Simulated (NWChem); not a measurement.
System: C2H4N cation; SMILES CC#[NH+]

The following NWChem deck was run.

```
start job
memory heap 200 mb stack 900 mb global 1100 mb
charge 1
geometry units angstroms noautoz
  C     -0.000063    -1.265084    -0.000052
  C     -0.000136     0.165839    -0.000311
  N     -0.000180     1.311978    -0.000859
  H     -0.708650    -1.626166    -0.764217
  H     -0.307489    -1.626255     0.995663
  H      1.016039    -1.626079    -0.231670
  H     -0.000336     2.329171    -0.002272
end
basis spherical
  C library 6-31g*
  N library 6-31g*
  H library 6-31g*
end
dft
  xc b3pw91
  iterations 150
  mulliken
end
task dft energy
```

Geometry: optimised at PBE0/def2-SVP.

**Question.** What results follow from this input? (B3PW91/6-31G* (spherical d).) Quantities: energy (Ha); highest occupied level (eV); orbital gap (eV).

**Answer.** 
```json
{
  "energy (Ha)": "-133.01",
  "highest occupied level (eV)": "-17.00",
  "orbital gap (eV)": "10.03"
}
```
